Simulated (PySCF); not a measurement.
WO2, SMILES [O]=[W]=[O] (connectivity only; charge and spin as stated), neutral, multiplicity 3. Coordinates come from a PBE-D3(BJ)/def2-TZVP optimisation. The spin state was assumed, not searched. The def2 effective core potentials stand for the cores of W; spin–orbit coupling is left out.

The numbers are results of PBE-D3(BJ)/def2-TZVP in PySCF 2.14.0, not measurements.

Harmonic wavenumbers (cm⁻¹): 313, 928, 990. Rotational constants (GHz): 20.00, 7.750, 5.586; symmetry number 2.

Task: Work out the zero-point energy and the ideal-gas rigid-rotor harmonic-oscillator thermochemistry at 298.15 K and 1 atm.

Result: ZPE = ½ Σ hcν = ½ × 2231 cm⁻¹ = 13.34 kJ/mol. H − E(el) = 24.55 kJ/mol. Entropy in J/(mol K): translation 175.78, rotation 92.28, vibration 6.56, spin 9.13, total 283.75. G − E(el) = -60.05 kJ/mol. Cp = 43.72 J/(mol K).
